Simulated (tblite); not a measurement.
C7H7O (SMILES Cc1ccc([O])cc1), doublet, at a GFN2-xTB geometry; IPEA1-xTB in tblite.

Here is a job for tblite.
```
$ tblite run mol.xyz --method ipea1 --charge 0 --spin 1 --json tblite.json --no-restart

# file mol.xyz
15

C     -2.77485450    -0.31397233    -0.09795376
C     -1.29792260    -0.13873099    -0.03622907
C     -0.45540720    -1.26271643     0.02356923
C      0.90039985    -1.13281791     0.06596932
C      1.53805169     0.17123047     0.05117137
O      2.76698655     0.30614444     0.08995023
C      0.63546333     1.30580553    -0.01312065
C     -0.71777593     1.13931539    -0.05441069
H     -3.10307357    -1.07229238     0.61135704
H     -3.06467633    -0.65514815    -1.09371576
H     -3.29368044     0.61901725     0.10676058
H     -0.90589933    -2.24607811     0.03647089
H      1.54792454    -1.99548828     0.11300103
H      1.08227016     2.28858041    -0.02585172
H     -1.36648507     2.00357152    -0.10159847
```

The log (banner, timings and long lists left out):

```
xTB calculator
 | screened Coulomb repulsion
 | Coulomb electrostatics
 |  * isotropic Klopman-Ohno-Mataga-Nishimoto electrostatics
 |  * onsite third-order electrostatics
 | DFT-D3(BJ) dispersion correction

halogen bonding energy    0.0000000000000E+00 Eh
repulsion energy          4.8119534084894E-01 Eh
dispersion energy        -6.5611902843912E-03 Eh
number of electrons       4.1000000000000E+01 e
integral cutoff           4.0000000000000E+01 bohr

------------------------------------------------------------
  cycle        total energy    energy error   density error
------------------------------------------------------------
      1     -25.20857044560  -2.5683205E+01   5.6827158E-01
      2     -25.31056438206  -1.0199394E-01   3.5879409E-01
      3     -25.05016447185   2.6039991E-01   2.4908703E-01
      4     -25.44064377909  -3.9047931E-01   4.6295976E-02
      5     -25.46065846406  -2.0014685E-02   8.2462514E-03
      6     -25.46122236824  -5.6390418E-04   2.9541798E-03
      7     -25.46126201484  -3.9646600E-05   1.3475522E-03
      8     -25.46127600706  -1.3992219E-05   6.9476053E-04
      9     -25.46127627071  -2.6365092E-07   3.3250636E-04
     10     -25.46127730869  -1.0379727E-06   4.9097839E-05
     11     -25.46127733134  -2.2649207E-08   1.6619564E-05
------------------------------------------------------------

electronic energy        -2.5935911481900E+01 Eh
total energy             -2.5461277331335E+01 Eh

Post processing:
 | Mayer-Wiberg bond orders

[Info] JSON dump of results written to 'tblite.json'
```
